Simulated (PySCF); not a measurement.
Stationary points of BiOF

These are results of PySCF, PBE0, basis Bi def2-TZVP with ECP60, O def2-TZVP, F def2-TZVP (scalar-relativistic core potentials, no spin–orbit coupling, density fitting), not measurements.

Relaxations began from a few typed shapes. The search is not exhaustive: other isomers or separated fragments can lie lower, and high-lying points may rest on an excited occupation.

(1) Which is the lowest minimum found?
A. singlet Cs: Bi–F 2.021 Å, Bi–O 1.877 Å; F–Bi–O 101.3°
B. singlet C∞v: Bi–F 2.198 Å, Bi–O 1.926 Å; F–Bi–O 180.0°

Answers

(1) A. The others lie at 172.0 (singlet C∞v, a saddle point) kJ/mol above it.

Counting electrons, bismuth keeps 2 of its valence electrons outside its bonds, so the VSEPR class is AX2E1 and the expected shape is bent; with unlike ligands the computed point group is Cs.

For the lowest minimum: no spin–orbit coupling is included, which matters more the heavier the element.
